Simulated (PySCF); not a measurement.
Compound: C8H9N.
Atom-mapped SMILES: `[H]/[N:3]=[C:2](/[CH3:1])[c:4]1[cH:5][cH:6][cH:7][cH:8][cH:9]1`

Probes without a nucleus sit at each ring's centroid and 1 Å off its mean plane on both sides; NICS is minus the shielding there, NICSzz its component along the normal. Level: GIAO PBE0/pcSseg-1 (PySCF, non-relativistic, gas phase) on the GFN2-xTB geometry, one conformer.

Ring bond lengths (Å), with Mayer bond orders in brackets: C4–C5 1.393 (1.38), C5–C6 1.383 (1.45), C6–C7 1.385 (1.43), C7–C8 1.385 (1.43), C8–C9 1.382 (1.46), C9–C4 1.394 (1.40).

What do the NICS probes read (ppm)?

```csv
ring,type,NICS(0),"NICS(1), two faces","NICS(1)zz, two faces",rms pucker (Å),"centre to ring atoms, mean (Å)"
C4–C5–C6–C7–C8–C9,6-membered carbocycle; formal bonds all aromatic,-8.6,-11.3 / -11.4,-28.5 / -28.3,0.00,1.39
```

What can be read from them?

- C4–C5–C6–C7–C8–C9: mean NICS(1)zz -28.4 ppm, shielded. For a flat ring without four-coordinate atoms the NICS criterion counts such a value as aromatic.

And the bond-length index? Use HOMA with the parameters of Krygowski (1993).

- C4–C5–C6–C7–C8–C9: HOMA 0.99 = 1 − EN − GEO, with mean bond length 1.387 Å, EN = α(Ropt − mean)² = 0.000 and GEO = α × variance = 0.006. The geometric and the magnetic index point the same way.

List the ring angles and the Hirshfeld charges of the ring atoms.

- C4–C5–C6–C7–C8–C9: C4 118.7° (-0.006 e), C5 120.5° (-0.045 e), C6 120.3° (-0.046 e), C7 119.7° (-0.044 e), C8 120.0° (-0.046 e), C9 120.8° (-0.046 e); sum 720.0° against 720° for a flat convex ring.

How shielded are the nuclei of the rings and their hydrogens (means over atoms taken as equivalent)?

```json
{"atoms": "C4", "environment": "substituted aromatic carbon", "σ isotropic (ppm)": "40.6", "principal values of the symmetric part, first atom (ppm)": "-50.7, 6.3, 166.1"}
{"atoms": "C5 (×2)", "environment": "aromatic CH carbon", "σ isotropic (ppm)": "55.8", "principal values of the symmetric part, first atom (ppm)": "-43.9, 36.1, 176.5"}
{"atoms": "C6 (×2)", "environment": "aromatic CH carbon", "σ isotropic (ppm)": "52.8", "principal values of the symmetric part, first atom (ppm)": "-57.4, 38.4, 178.5"}
{"atoms": "C7", "environment": "aromatic CH carbon", "σ isotropic (ppm)": "51.6", "principal values of the symmetric part, first atom (ppm)": "-59.9, 36.2, 178.6"}
{"atoms": "H on C5 (×2)", "environment": "aromatic hydrogen", "σ isotropic (ppm)": "24.05", "principal values of the symmetric part, first atom (ppm)": "20.0, 23.2, 29.1"}
{"atoms": "H on C6 (×2)", "environment": "aromatic hydrogen", "σ isotropic (ppm)": "24.02", "principal values of the symmetric part, first atom (ppm)": "20.7, 24.4, 27.1"}
{"atoms": "H on C7", "environment": "aromatic hydrogen", "σ isotropic (ppm)": "24.05", "principal values of the symmetric part, first atom (ppm)": "20.9, 24.5, 26.8"}
```

Shape of the structure used: `[H]/[N:3]=[C:2](/[CH3:1])[c:4]1[cH:5][cH:6][cH:7][cH:8][cH:9]1`: C1–C2–C4–C5 36°.
